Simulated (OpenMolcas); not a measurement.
CSeO (carbonyl selenide): methods side by side

CSeO: 3 atoms, total charge 0, spin state singlet. As SMILES, `O=C=[Se]`. The coordinates come from a PBE0-D4/def2-TZVP relaxation.

```xyz
3

O    -0.8200    0.9949   -0.3465
C    -0.1141    0.1385   -0.0482
Se    0.9341   -1.1334    0.3947
```

Quantity: the dipole moment, in D. The values are calculated.

**The experiment to reproduce.** NIST CCCBDB gives the dipole moment of the gas as 0.75 D.

```csv
level,kind,program,value (D),computed − measured,CPU time
HF/def2-TZVP,Hartree–Fock,OpenMolcas,0.55,-0.20,17 s
SVWN5/def2-TZVP,LDA,OpenMolcas,0.81,+0.06,24 s
BLYP/def2-TZVP,GGA,OpenMolcas,0.79,+0.04,28 s
r2SCAN/def2-TZVP,meta-GGA,OpenMolcas,0.71,-0.04,35 s
B3LYP/def2-TZVP,global hybrid,OpenMolcas,0.77,+0.02,27 s
BHLYP/def2-TZVP,global hybrid,OpenMolcas,0.74,-0.01,27 s
M06-2X/def2-TZVP,hybrid meta-GGA,OpenMolcas,0.69,-0.06,36 s
PBE0/def2-TZVP,global hybrid,OpenMolcas,0.72,-0.03,27 s
```

Nearest: BHLYP/def2-TZVP (-0.01 D); farthest: HF/def2-TZVP (-0.20 D). The measured dipole is a vibrational average, so differences of a few hundredths of a debye mean little. Computed less measured by kind, in D (def2-TZVP rows): Hartree–Fock -0.20; LDA +0.06; GGA +0.04; meta-GGA -0.04; global hybrid -0.06 to +0.02. All-electron rows without a relativistic Hamiltonian named are non-relativistic. Magnitudes only: a small dipole may point the other way at some levels. Times are those of the runs behind each value, whatever else they computed, on shared processors of several kinds: orders of magnitude only.
